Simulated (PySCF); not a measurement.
## Relaxation of singlet ClGeN

These are results of PBE0/[Ge def2-TZVP, N def2-TZVP, Cl def2-TZVP], no relativity, density fitting, PySCF, not measurements. A (50,194) grid was used.

A hand-made linear start, of C∞v symmetry, held to at least that symmetry:

Coordinates in bohr (charge 0 multiplicity 1):
```
Ge    0.0000    0.0000   -0.8148
N     0.0000    0.0000   -4.0462
Cl    0.0000    0.0000    3.3426
```

Optimiser trace:
```csv
step,E − E(last) (kJ/mol),largest gradient (Eh/bohr)
0,16.93,0.05249
1,1.27,0.02518
2,0.03,0.00382
3,0.00,0.00009
4,0.00,0.00002
```

It ends at C∞v with Ge–Cl 2.103 Å, Ge–N 1.637 Å; Cl–Ge–N 180.0°. A frequency run shows a minimum. Other isomers or separated fragments may lie lower.
